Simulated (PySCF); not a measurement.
The multiplicity is imposed and other spin states were not computed.

Cartesian coordinates (Å):
```xyz
7

Zn    -0.0313     0.3394    -0.0426
O     -1.7648     0.3303     0.3610
C     -2.7238    -0.4463    -0.3236
H     -2.8184    -0.1915    -1.4087
H     -3.7212    -0.2586     0.1371
H     -2.5420    -1.5481    -0.2573
Cl     2.0459     0.5036    -0.3472
```
Charge 0, spin multiplicity 1.

Q: What LUMO, HOMO–LUMO gap and charge on the central atom (Mulliken) does TPSSh-D3(BJ)/def2-TZVP // BP86-D3(BJ)/def2-SVP run with PySCF 2.14.0 give?

A: 
- LUMO = -1.79 eV
- HOMO–LUMO gap = 5.15 eV
- charge on the central atom (Mulliken) = 0.59 e
